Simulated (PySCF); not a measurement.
**Name the molecule from its bond curve**

A diatomic of charge 0 contains Sr (the partner may be the same element). Its singlet curve at PBE0 in a triple-zeta basis (spin-free X2C with a Gaussian nucleus, PySCF), in eV from the separated fragments:

| R (Å) | E (eV) |
| --- | --- |
| 4.016 | -0.066 |
| 4.203 | -0.135 |
| 4.390 | -0.169 |
| 4.530 | -0.179 |
| 4.670 | -0.180 |
| 4.810 | -0.174 |
| 4.997 | -0.161 |
| 5.230 | -0.140 |
| 5.511 | -0.112 |
| 5.884 | -0.079 |

The fit gives ωe = 47.7 cm⁻¹ and the rotational constant Bₑ = 0.01800 cm⁻¹.

Question: Which atom is the partner?

Answer: The minimum lies at 4.616 Å, so the reduced mass is 16.8576 u Å² cm⁻¹/(Bₑ·Re²) = 43.95 u. With Sr at 87.91 u the partner weighs about 87.9 u: Sr. The molecule is Sr2.

Closed-shell solutions of metal pairs were not tested for spin polarisation, which can lower them a little.
